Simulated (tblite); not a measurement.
Species: C7H10OSi.
Geometry (GFN2-xTB, Å), atoms numbered from 1 in this order:
```xyz
19
C7H10OSi angstrom
C      1.2549    0.7357   -2.7718
C      1.7526    0.1851   -1.8285
C      2.2961   -0.4787   -0.6987
C      1.7667   -1.8936   -0.3875
Si     1.2930   -0.6264    0.9213
C     -0.4278    0.0613    0.9049
C     -1.0961    0.3637    2.0163
O     -2.3335    0.8891    2.1439
C     -3.0459    1.1889    0.9655
H      0.8463    1.2173   -3.6089
H      3.3726   -0.3656   -0.6281
H      1.0225   -2.2643   -1.0797
H      2.5296   -2.6342   -0.1909
H      2.0462   -0.6233    2.1658
H     -0.8797    0.2331   -0.0616
H     -0.6740    0.2025    2.9994
H     -3.9920    1.6197    1.2884
H     -3.2368    0.2860    0.3771
H     -2.5044    1.9129    0.3484
```

Computed with GFN2-xTB (tblite): harmonic, unscaled wavenumbers at the GFN2-xTB geometry, gas phase. The method is semi-empirical: single wavenumbers can be off by several per cent or more. Modes of hydrogen on silicon can be 10 to 20 % off. One conformer, not necessarily the lowest.

Harmonic wavenumbers (cm⁻¹): 43.2, 45.5, 81.5, 136.2, 164.2, 201.5, 230.1, 239.8, 268.2, 300.9, 376.1, 441.6, 482.7, 533.6, 583.2, 600.6, 647.1, 671.3, 704.1, 731.8, 735.0, 867.6, 882.8, 933.1, 975.2, 977.8, 1046.7, 1079.9, 1115.7, 1120.9, 1136.4, 1176.7, 1225.5, 1271.8, 1303.6, 1397.7, 1435.1, 1464.9, 1480.3, 1651.8, 2265.3, 2323.6, 2936.6, 2950.7, 3010.2, 3030.5, 3056.2, 3059.6, 3068.0, 3072.6, 3396.1.

A = 2252, B = 706.4, C = 571.1 MHz; mass 138.050 u (most abundant isotopes); point group C1, symmetry number 1.

Q: Zero-point energy?

A: Half the sum of the wavenumbers: 31466 cm⁻¹ = 89.97 kcal/mol.

Q: What is S at 298.15 K and 1 bar for an ideal gas of classical rigid rotors and harmonic oscillators?

A: Translation 40.71, rotation 30.25, vibration 34.95: S = 105.9 cal/(mol K).

Q: And Cp and H(298.15 K) − H(0)?

A: Cp = 43.00 cal/(mol K), of which vibrations give 35.05 (their classical limit is 51 R = 101.3); H(298.15 K) − H(0) = 7.77 kcal/mol without the zero-point energy, 5.40 from vibrations.

Q: What must be added to the electronic energy to get the Gibbs energy at 298.15 K and 1 bar?

A: ZPE + [H(298.15 K) − H(0)] − T·S = 89.97 + 7.77 − 31.57 = 66.17 kcal/mol.

Q: How do the functions run with temperature in this model?

A: 
```tsv
T (K)	S (cal/(mol K))	Cp (cal/(mol K))	H − H(0) (kcal/mol)	G − H(0) (kcal/mol)	ln q(vib)
150	82.6	26.6	2.60	-9.78	3.87
250	98.8	37.8	5.82	-18.87	6.99
400	120.0	52.9	12.67	-35.32	11.55
600	144.3	67.3	24.79	-61.81	17.34
900	174.4	80.8	47.16	-109.79	25.26
```

q(vib) and H(0) count from the zero-point level.

Q: Blend soft modes into free rotors: weight 1/[1 + (100 cm⁻¹/ν̃)⁴] for the oscillator and the rest for a rotor with moment μB/(μ + B), μ = h/(8π²ν), B = 10⁻⁴⁴ kg m². What vibrational entropy results?

A: 31.66 cal/(mol K) in place of 34.95, which changes −T·S at 298.15 K by +0.98 kcal/mol.

Q: Which modes carry the vibrational entropy at 298.15 K?

A: 43.2 cm⁻¹: 5.11; 45.5 cm⁻¹: 5.00; 81.5 cm⁻¹: 3.85; 136.2 cm⁻¹: 2.86; 164.2 cm⁻¹: 2.50; 201.5 cm⁻¹: 2.12 cal/(mol K); the other 45 give 13.50 together.

Hindered rotation and anharmonicity are outside this model. Other conformers, if any are populated, would add a mixing term that is left out. The structure is chiral; the term R ln 2 for an equal mix with its mirror image is left out.
